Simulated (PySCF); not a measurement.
The PySCF input:
```python
from pyscf import gto, scf, mcscf, mp
import numpy

mol = gto.M(
    atom='''
Si    0.19690555    1.15390164    1.28698291
I    -0.14300395   -0.75438176   -0.32833531
C     0.51397396    2.55123879    0.01951332
H     0.69245101    3.50452425    0.51464366
H    -0.33812372    2.68151631   -0.64781739
H     1.38436042    2.33413717   -0.59989549
''',
    basis='sto-3g',
    verbose=4,
)

mf = scf.RHF(mol)
mf.kernel()
mc = mcscf.CASSCF(mf, 5, 6)
mc.fix_spin_(ss=0.0)
noons, natorbs = mcscf.addons.make_natural_orbitals(mp.MP2(mf).run())
mc.kernel(natorbs)
occ = numpy.linalg.eigvalsh(mc.fcisolver.make_rdm1(mc.ci, mc.ncas, mc.nelecas))[::-1]
ss = mc.fcisolver.spin_square(mc.ci, mc.ncas, mc.nelecas)[0]
print('natural occupations', occ.round(4), ' <S^2>', round(ss, 4))
```

Q: What does this run give for the SCF-reference HOMO energy, SCF-reference dipole moment, nuclear repulsion energy, number of basis functions, total energy, SCF-reference HOMO-LUMO gap?

A: 
* **SCF-reference HOMO energy**: -6.22 eV
* **SCF-reference dipole moment**: 3.55 D
* **nuclear repulsion energy**: 269.5475 Eh
* **number of basis functions**: 44
* **total energy**: -7175.4874 Eh
* **SCF-reference HOMO-LUMO gap**: 10.96 eV
